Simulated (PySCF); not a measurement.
Pb(H)(F), HFPb, SMILES [F][PbH], PBE0/def2-SVP optimised geometry.

```
3

Pb    -0.97    -0.93     0.00
H     -1.10     0.93     0.00
F      1.10    -0.93     0.00
```

Density from PBE0/def2-TZVP, def2 effective core potentials past Kr (PySCF 2.14.0) at that geometry. The core electrons that the potentials of Pb replace are not part of the density.

Minimum of the electron density along straight lines between bonded atoms, close to the bond critical point (lines longer than 1.1 times the sum of covalent radii, or with two minima, are not listed):

```
bond    length / Å  ρ at the minimum / e bohr⁻³  ∇²ρ there / e bohr⁻⁵  position (fraction from the first atom)
------  ----------  ---------------------------  --------------------  ---------------------------------------
Pb1–H2       1.870                        0.095                  0.06                                     0.64
Pb1–F3       2.062                        0.103                  0.46                                     0.54
```
